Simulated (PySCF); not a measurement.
Compound: C4H12AlF2N.
Geometry (PBE0-D3(BJ)/def2-SVP, Å), atoms numbered from 1 in this order:
```xyz
20
C4H12AlF2N angstrom
C     -1.5070    0.2196    1.0713
N     -0.4344   -0.0270    0.0934
C     -0.8231   -1.1357   -0.7947
Al    -0.2890    1.7259   -1.0434
C      0.8025   -0.3024    0.8401
C      2.0664   -0.4679    0.0222
F      3.0912   -0.5502    0.8977
F      2.0409   -1.6243   -0.6829
H     -2.4413    0.4359    0.5376
H     -1.2474    1.0905    1.6889
H     -1.6489   -0.6602    1.7226
H     -1.7743   -0.8773   -1.2786
H     -0.9470   -2.0701   -0.2207
H     -0.0627   -1.2881   -1.5677
H      0.7311    1.2766   -2.2002
H      0.3034    2.6912    0.1002
H     -1.8322    1.8926   -1.4515
H      0.6851   -1.2169    1.4513
H      0.9784    0.5442    1.5186
H      2.2525    0.3616   -0.6796
```

Level: PBE0/def2-SVPD in PySCF, non-relativistic, on one gas-phase PBE0-D3(BJ)/def2-SVP geometry that isn't relaxed in the solvent. The solvent is an IEF-PCM continuum (van der Waals radii × 1.2), and excitations are vertical TDDFT with non-equilibrium linear response and a frozen core. Specific hydrogen bonds and non-electrostatic terms are outside this model.

Gas-phase singlets (H = HOMO, L = LUMO):

```tsv
state	E (eV)	λ (nm)	f	leading configuration
S1	6.646	187	0.010	H→L 69%
S2	6.662	186	0.016	H-1→L 75%
S3	7.090	175	0.053	H→L+1 75%
S4	7.121	174	0.042	H-1→L+1 80%
S5	7.488	166	0.001	H→L+2 52%
```

**Question.** Give the list for chloroform (ε = 4.711), n² = 2.09.

**Answer.** 
| state | E (eV) | λ (nm) | f | leading configuration | change by rank (eV) |
| --- | --- | --- | --- | --- | --- |
| S1 | 6.841 | 181 | 0.009 | H→L 92% | +0.195 |
| S2 | 6.881 | 180 | 0.016 | H-1→L 94% | +0.219 |
| S3 | 7.340 | 169 | 0.132 | H→L+1 92% | +0.250 |
| S4 | 7.385 | 168 | 0.132 | H-1→L+1 93% | +0.264 |
| S5 | 7.695 | 161 | 0.001 | H→L+2 36% | +0.207 |

**Question.** The ground-state energy changes by -0.285 eV from gas to chloroform. By how much does the total energy of gas-phase S3 change?

**Answer.** E(S3) = E(S0) + excitation energy, so it changes by -0.285 + 0.250 = -0.035 eV: it is lowered less than the ground state, which is what a blue shift means. This is the vertical state, with the slow part of the continuum still set for S0.

**Question.** How do the frontier levels move from gas to chloroform?

**Answer.** 
```json
{"orbital": "LUMO+2", "gas (eV)": "0.93", "solvent (eV)": "1.15", "change (eV)": "+0.22", "Löwdin shares, gas": "Al4 21 %, H11 10 %, C6 8 %, H18 8 %", "Löwdin shares, solvent": "Al4 24 %, C6 11 %, H20 10 %, F7 9 %"}
{"orbital": "LUMO+1", "gas (eV)": "0.49", "solvent (eV)": "0.53", "change (eV)": "+0.04", "Löwdin shares, gas": "Al4 50 %, H15 6 %, H17 6 %, H16 6 %", "Löwdin shares, solvent": "Al4 50 %, H15 5 %, H16 5 %, H17 5 %"}
{"orbital": "LUMO", "gas (eV)": "0.13", "solvent (eV)": "0.36", "change (eV)": "+0.23", "Löwdin shares, gas": "Al4 17 %, C1 12 %, C3 9 %, C5 7 %", "Löwdin shares, solvent": "Al4 36 %, H16 9 %, H17 8 %, H15 8 %"}
{"orbital": "HOMO", "gas (eV)": "-7.64", "solvent (eV)": "-7.82", "change (eV)": "-0.18", "Löwdin shares, gas": "H15 36 %, Al4 36 %, H16 11 %, H17 9 %", "Löwdin shares, solvent": "H15 37 %, Al4 35 %, H17 10 %, H16 9 %"}
{"orbital": "HOMO-1", "gas (eV)": "-7.68", "solvent (eV)": "-7.87", "change (eV)": "-0.19", "Löwdin shares, gas": "Al4 36 %, H17 28 %, H16 27 %", "Löwdin shares, solvent": "Al4 36 %, H16 30 %, H17 26 %"}
{"orbital": "HOMO-2", "gas (eV)": "-8.86", "solvent (eV)": "-8.64", "change (eV)": "+0.22", "Löwdin shares, gas": "N2 36 %, Al4 17 %, H17 7 %, H16 5 %", "Löwdin shares, solvent": "N2 38 %, Al4 15 %, H17 7 %, C5 6 %"}
{"orbital": "HOMO-3", "gas (eV)": "-10.18", "solvent (eV)": "-9.94", "change (eV)": "+0.24", "Löwdin shares, gas": "F8 20 %, F7 20 %, C6 18 %, C5 14 %", "Löwdin shares, solvent": "F8 19 %, C6 18 %, F7 18 %, C5 15 %"}
```

The HOMO–LUMO gap goes from 7.77 to 8.19 eV. Rows go by rank; for LUMO and LUMO+2 the atom shares or the degeneracy differ between the runs, so the row needn't follow one orbital.
